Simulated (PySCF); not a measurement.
Species: C₆H₉N₂ (charge +1).
Cartesian coordinates in Å at the GFN2-xTB level; atoms count from 1:
```xyz
17
C6H9N2 angstrom
C      2.4558    0.2075    0.3169
C      1.4451   -0.5474   -0.0631
C      0.1769    0.0244   -0.6700
N     -0.9107   -0.0889    0.2797
C     -1.5815   -1.3535    0.3197
C     -1.2161    0.8655    1.0796
C     -0.5804    2.1273    1.0651
N     -0.0833    3.1582    1.0729
H      2.4470    1.2817    0.2333
H      3.3556   -0.2301    0.7134
H      1.4806   -1.6235    0.0228
H     -0.0819   -0.5370   -1.5708
H      0.3417    1.0738   -0.9238
H     -2.2911   -1.4107    1.1434
H     -0.8492   -2.1576    0.4196
H     -2.1158   -1.5153   -0.6203
H     -1.9997    0.7376    1.8212
```

Four sets of settings were typed for PySCF runs (density fitting) on one GFN2-xTB geometry. Runs with no stated cap are allowed at least 80 cycles.

Task: One run ended without self-consistency. Which?
A. B3LYP/6-311G**, grid level 0, at most 91 cycles
B. OPBE/cc-pVDZ
C. PBE0/MINI, DIIS off, damping 2.0 at the start, at most 68 cycles
D. PBE0/cc-pVDZ, energy threshold 0.01 Eh, at most 90 cycles

Result: C. The energy swings between two values 5.5 Eh apart, cycle after cycle, with a gradient of 3.6e+00 at cycle 68; DIIS was off. Go back to DIIS and no damping. Its energy and orbitals aren't self-consistent and shouldn't be used.

The end of its output:
```
cycle  58  E = -275.0258516440  dE = -5.467e+00  |g| = 3.578e+00  |ddm| = 3.803e+01
cycle  59  E = -269.5591871041  dE =  5.467e+00  |g| = 3.563e+00  |ddm| = 3.803e+01
cycle  60  E = -275.0258516440  dE = -5.467e+00  |g| = 3.578e+00  |ddm| = 3.803e+01
cycle  61  E = -269.5591871041  dE =  5.467e+00  |g| = 3.563e+00  |ddm| = 3.803e+01
cycle  62  E = -275.0258516440  dE = -5.467e+00  |g| = 3.578e+00  |ddm| = 3.803e+01
cycle  63  E = -269.5591871041  dE =  5.467e+00  |g| = 3.563e+00  |ddm| = 3.803e+01
cycle  64  E = -275.0258516440  dE = -5.467e+00  |g| = 3.578e+00  |ddm| = 3.803e+01
cycle  65  E = -269.5591871041  dE =  5.467e+00  |g| = 3.563e+00  |ddm| = 3.803e+01
cycle  66  E = -275.0258516440  dE = -5.467e+00  |g| = 3.578e+00  |ddm| = 3.803e+01
cycle  67  E = -269.5591871041  dE =  5.467e+00  |g| = 3.563e+00  |ddm| = 3.803e+01
cycle  68  E = -275.0258516440  dE = -5.467e+00  |g| = 3.578e+00  |ddm| = 3.803e+01
SCF not converged, last energy = -275.0258516440
```

The others met their thresholds:

```json
{"settings": "PBE0/cc-pVDZ, energy threshold 0.01 Eh, at most 90 cycles", "basis functions": "157", "SCF cycles": "4", "E (Eh)": "-342.8328", "HOMO (eV)": "-12.54", "LUMO (eV)": "-8.17"}
{"settings": "B3LYP/6-311G**, grid level 0, at most 91 cycles", "basis functions": "198", "SCF cycles": "12", "E (Eh)": "-343.3227", "HOMO (eV)": "-12.11", "LUMO (eV)": "-8.47"}
{"settings": "OPBE/cc-pVDZ", "basis functions": "157", "SCF cycles": "17", "E (Eh)": "-343.1065", "HOMO (eV)": "-11.21", "LUMO (eV)": "-9.05"}
```

The row «PBE0/cc-pVDZ, energy threshold 0.01 Eh, at most 90 cycles» carries the error of a grid, fitting basis or threshold typed as a poor one on purpose, so its figures aren't the species' properties at that level. The row «B3LYP/6-311G**, grid level 0, at most 91 cycles» carries the error of a grid, fitting basis or threshold typed as a poor one on purpose, so its figures aren't the species' properties at that level. Cycle counts include a coarse-grid stage where the run had one. All basis functions are spherical, in the Pople sets too.
